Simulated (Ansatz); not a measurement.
Born–Oppenheimer molecular dynamics of C4H8AlN (14 atoms, charge 0, multiplicity 1). It starts from a relaxed structure.

The calculation used UKS PBE-D4/STO-3G (Ansatz).

```yaml
ensemble: NVE (velocity Verlet)
time_step: 0.5 fs
steps_asked: 164
starting_velocities_drawn_for: 100 K
seed: 232656
```

First frame:

```xyz
14
Properties=species:S:1:pos:R:3
C 2.787 1.478 -1.715
C 1.866 1.030 -1.048
Al 0.460 0.350 -0.011
C 0.146 0.794 1.823
N -0.590 -0.762 -0.843
C -1.775 -1.465 -0.292
H 3.606 1.877 -2.308
H 0.452 -0.022 2.501
H -0.922 0.989 2.026
H 0.704 1.693 2.133
H -0.444 -1.030 -1.847
H -1.666 -2.576 -0.315
H -1.922 -1.168 0.767
H -2.715 -1.220 -0.843
```

How far do the bonds stretch over the last three quarters of this one trajectory? (Pairs bonded in most of those frames.)


```csv
bond,mean (Å),spread (Å),shortest,longest
C1–C2,1.222,0.004,1.22,1.23
C1–H7,1.087,0.002,1.08,1.09
C2–Al3,1.874,0.011,1.85,1.89
Al3–C4,1.915,0.007,1.90,1.93
Al3–N5,1.743,0.009,1.73,1.76
C4–H8,1.104,0.020,1.08,1.13
C4–H9,1.104,0.011,1.09,1.12
C4–H10,1.105,0.010,1.09,1.12
N5–C6,1.484,0.011,1.47,1.50
N5–H11,1.049,0.004,1.04,1.06
C6–H12,1.116,0.005,1.11,1.12
C6–H13,1.110,0.003,1.11,1.12
C6–H14,1.118,0.006,1.11,1.13
```

Mean temperature of the second half: 43 K. The conserved energy stayed within 0.056 meV per atom of its start (net change 0.034 meV per atom), so the integration is sound. The temperature averaged 0.43 of the 100 K drawn at the start: a run that starts near a minimum puts about half its kinetic energy into the potential. A run of 0.082 ps of so small a system gives no equilibrium averages. Limits of this set-up: minimal basis.

Run time: 9.9 min on 1 CPU thread of a shared host.
